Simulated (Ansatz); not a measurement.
Start from `[OH][Ga]([Cl])[Br]` and change one atom or group to get `[OH][Ga]([Br])[Br]`.

Ansatz, PBE0-D4/def2-TZVP geometries, multiplicity 1. Each molecule was computed in one conformer, which needn't be the lowest.

Scalar relativity is left out up to krypton. Spin–orbit coupling is left out; it splits and shifts lone-pair levels of the heavy atoms by tenths of an eV.

| property | `[OH][Ga]([Cl])[Br]` |
| --- | --- |
| size of the dipole moment (ωB97M-V/def2-TZVPP) / D | 1.52 |
| HOMO energy (PBE0/def2-TZVPP) / eV | -8.90 |
| HOMO–LUMO gap (ωB97M-V/def2-TZVPP) / eV | 11.38 |
| LUMO energy (PBE/def2-TZVPP) / eV | -2.59 |
| HOMO energy (B3LYP/def2-TZVPP) / eV | -8.62 |
| zero-point energy (PBE0-D4/def2-TZVP) / kJ/mol | 41.9 |

Q: What does the change do to each property? (Best estimate.)

A: The calculation gave: 
| property | `[OH][Ga]([Br])[Br]` | shift |
| --- | --- | --- |
| size of the dipole moment (ωB97M-V/def2-TZVPP) / D | 1.26 | -0.26 |
| HOMO energy (PBE0/def2-TZVPP) / eV | -8.73 | 0.17 |
| HOMO–LUMO gap (ωB97M-V/def2-TZVPP) / eV | 11.06 | -0.32 |
| LUMO energy (PBE/def2-TZVPP) / eV | -2.66 | -0.07 |
| HOMO energy (B3LYP/def2-TZVPP) / eV | -8.45 | 0.17 |
| zero-point energy (PBE0-D4/def2-TZVP) / kJ/mol | 40.9 | -1.0 |

With PBE0 the HOMO rises by 0.17 eV and the LUMO falls by 0.10 eV, so the gap narrows by about 0.27 eV. PBE moves the HOMO by 0.14 eV and ωB97M-V by 0.20 eV. Dipoles are sizes alone; their direction can turn.

B3LYP here is the variant with VWN-RPA as its local correlation; programs differ in this.
